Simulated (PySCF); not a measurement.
Polarisability and C₆ of Al⁻ (aluminium, charge -1)

[Ne] 3s2 3p2, high-spin 3P determinant. Calculation: PySCF 2.14, in dyall-acv3z (19s12p6d4f, 113 functions); scalar relativity by spin-free X2C-1e. Coupled (time-dependent) response in atomic units; α is the mean over directions.

| method | mean α (bohr³) | α xx, yy, zz | C₆ (like pair) | S(−4) |
| --- | --- | --- | --- | --- |
| UHF | 338.8 | 156.8, 429.8, 429.8 | 6173 | 116100 |

S(−4) is the Cauchy moment in α(ω) = α(0) + S(−4) ω² + …

α(iu) at UHF:

| u (hartree) | α(iu) (bohr³) |
| --- | --- |
| 0 | 338.8 |
| 0.0500 | 209.4 |
| 0.100 | 124.6 |
| 0.200 | 57.27 |
| 0.300 | 31.95 |
| 0.500 | 13.82 |
| 0.750 | 6.771 |
| 1.00 | 4.048 |
| 1.50 | 1.981 |
| 2.00 | 1.217 |
| 3.00 | 0.6335 |
| 5.00 | 0.2872 |

For an ion, C₆ is the dispersion term alone; charge-induced terms of lower order in 1/R come first.

The components differ because the open shell of this determinant is not spherical; for a pure term their mean is the scalar polarisability.
